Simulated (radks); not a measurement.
Values are calculated unless marked as measured or tabulated.
Problem. These are the eigenvalues of the occupied orbitals of an atom or ion with whole-number occupations (eV). Level of theory: Dirac Kohn-Sham, PBE, spin-unpolarised, spherical densities, point nucleus (a radial shooting solver on a logarithmic mesh with Libxc functionals).

1s1/2: -37358.84
2s1/2: -6009.103
2p1/2: -5667.784
2p3/2: -5285.932
3s1/2: -1367.111
3p1/2: -1223.887
3p3/2: -1150.007
3d3/2: -898.8588
3d5/2: -883.1033
4s1/2: -366.0406
4p1/2: -313.7350
4p3/2: -298.1087
4d3/2: -212.2129
4d5/2: -209.4860
5s1/2: -139.6953

Which element is it, and in what charge state? The configuration may be excited. Open shells, if any, are shared by 2j + 1.

Solution. Z = 56, barium, charge +9: Ba9+ in [Kr] 4d10 5s1. The list shows which subshells hold electrons but not how many an open one holds; the 1s level, -1372.9 hartree, gives Z - s = 52.4 by -(Z - s)^2/2, which with screening and relativity narrows Z to a few neighbours, and the depths of the outer levels then fix element, charge and occupations together.
